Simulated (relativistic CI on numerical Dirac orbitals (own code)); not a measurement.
A reference radial Dirac CI calculation of Re2+ gave the lowest total energy -16676.64577 Ha in 52 SCF steps, from this input:

```
atom Re  Z=75  charge=2  electrons=73
nucleus A=187  rms_radius_fm=5.3698
hamiltonian dirac-coulomb  breit=on  qed=on  c_scale=1
orbitals kli  potential=per-configuration
slater_scale 1
correlation none
mixing on
grid step=0.0125 r_max=86.5
scf mixing=0.4 start=green max_iterations=150 tolerance=2e-08 node_fill=0.05
configurations
  [Xe] 4f14 5d5
  [Xe] 4f14 5d4 6s
  [Xe] 4f14 5d3 6s2
  [Xe] 4f14 5d4 6p
end
```

One setting was then changed (and the iteration limit cut to 75), and the output read:

```
SCF 1: [Xe] 4f14 5d5
 iter      energy (Ha)   residual   last orbital (Ha)
    1    -16662.617989   4.22e+00     -2.74164
    2    -16705.738050   8.65e-01     -1.10489
    3    -16704.496664   3.35e-01     -0.81413
    4    -16705.782040   2.22e-01     -0.81027
    5    -16704.793966   7.71e-02     -0.76172
    6    -16705.049179   2.42e-02     -0.79449
    7    -16705.048822   1.90e-02     -0.78743
    8    -16705.007617   1.72e-03     -0.78323
    9    -16705.002993   4.71e-04     -0.78227
   10    -16705.003821   1.37e-04     -0.78234
   11    -16705.004044   2.60e-05     -0.78245
   12    -16705.003991   1.39e-06     -0.78244
   13    -16705.003990   1.01e-06     -0.78244
   14    -16705.003988   8.13e-08     -0.78244
   15    -16705.003988   1.58e-08     -0.78244
SCF 2: [Xe] 4f14 5d4 6s
 iter      energy (Ha)   residual   last orbital (Ha)
    1    -16664.335624   4.17e+00     -1.56461
    2    -16705.737655   8.77e-01     -0.95754
    3    -16704.406216   3.27e-01     -0.80515
    4    -16705.134590   2.55e-01     -0.83017
    5    -16704.223998   2.20e-01     -0.85979
    6    -16704.778975   5.90e-02     -0.87171
    7    -16704.941924   1.82e-03     -0.88202
    8    -16704.952590   2.64e-03     -0.88289
    9    -16704.944526   5.06e-04     -0.88296
   10    -16704.945879   6.47e-05     -0.88303
   11    -16704.945839   2.32e-05     -0.88305
   12    -16704.945795   2.78e-06     -0.88304
   13    -16704.945802   5.48e-06     -0.88304
      ... 20 steps not shown
SCF 4: [Xe] 4f14 5d4 6p
 iter      energy (Ha)   residual   last orbital (Ha)
    1    -16664.340266   4.16e+00     -1.05293
    2    -16705.509009   8.76e-01     -0.67275
    3    -16704.184335   3.30e-01     -0.57970
    4    -16705.490933   2.33e-01     -0.55721
    5    -16704.519010   6.69e-02     -0.53686
    6    -16704.732164   1.14e-02     -0.53893
    7    -16704.743735   1.33e-02     -0.53815
    8    -16704.707885   1.83e-03     -0.53693
    9    -16704.713895   3.25e-04     -0.53687
   10    -16704.712823   8.57e-05     -0.53684
   11    -16704.713084   1.98e-06     -0.53684
   12    -16704.713088   4.02e-07     -0.53684
   13    -16704.713090   1.70e-08     -0.53684
orbital energies (Ha): 4d5/2 -9.2304  4f5/2 -1.8539  4f7/2 -1.7709  5s -3.5490  5p1/2 -2.4731  5p3/2 -2.0959  5d3/2 -0.8087  5d5/2 -0.7824
configuration averages (Ha): Dirac-Coulomb, Breit, QED
  5d5                         -16705.003988   17.774911   12.200400
  5d4 6s                      -16704.945790   17.775516   12.201299
  5d3 6s2                     -16704.823776   17.776144   12.202257
  5d4 6p                      -16704.713090   17.775524   12.200538
levels: no., configuration, term, J, E (cm-1), weight
   1 5d5                    6S   5/2              0.0  0.80
   2 5d4 6s                 6D   1/2           7718.3  0.61
   3 5d4 6s                 6D   3/2          11209.3  0.72
   4 5d5                    4G   5/2          11925.1  0.22
   5 5d4 6s                 6D   5/2          14774.7  0.91
   6 5d5                    4D   3/2          15273.6  0.31
   7 5d5                    4P   1/2          16461.2  0.34
   8 5d5                    4G   7/2          16738.1  0.35
   9 5d5                    4G   5/2          17027.1  0.31
  10 5d4 6s                 6D   7/2          17356.3  0.62
  11 5d5                    4G   11/2         18746.8  0.75
  12 5d5                    4G   9/2          19174.7  0.63
  13 5d4 6s                 6D   9/2          19418.1  0.62
  14 5d5                    2D   5/2          21327.4  0.29
lowest total energy -16675.193948 Ha
end: converged
```

**Question.** Which setting was changed?
A. Breit term
B. SCF mixing
C. start potential
D. node fill of the KLI weights

**Answer.** D. The node fill of the KLI weights 50. This setting is bad on purpose; its numbers may not be properties of the ion.
